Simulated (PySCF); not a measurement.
All values below come from PySCF 2.14.0 with B3LYP-D3(BJ)/def2-TZVP. All species are isolated molecules in the gas phase. One relaxed conformer stands for a flexible species; it need not be the lowest. B3LYP has the VWN-RPA correlation part, as in Gaussian. 

Reference species (SMILES): `[H]/N=C\C=N/[H]` (N–C–C–N torsion 180°) (neutral, multiplicity 1).

```
Quantity         Result
-------------  --------
HOMO           -7.58 eV
HOMO–LUMO gap   5.29 eV
```

Changed species: `N=C=CN`.

### Question
What does the change do to the HOMO and HOMO–LUMO gap?

### Answer
the HOMO goes up by 1.96 eV, to -5.62 eV; the HOMO–LUMO gap drops by 0.34 eV, to 4.95 eV.
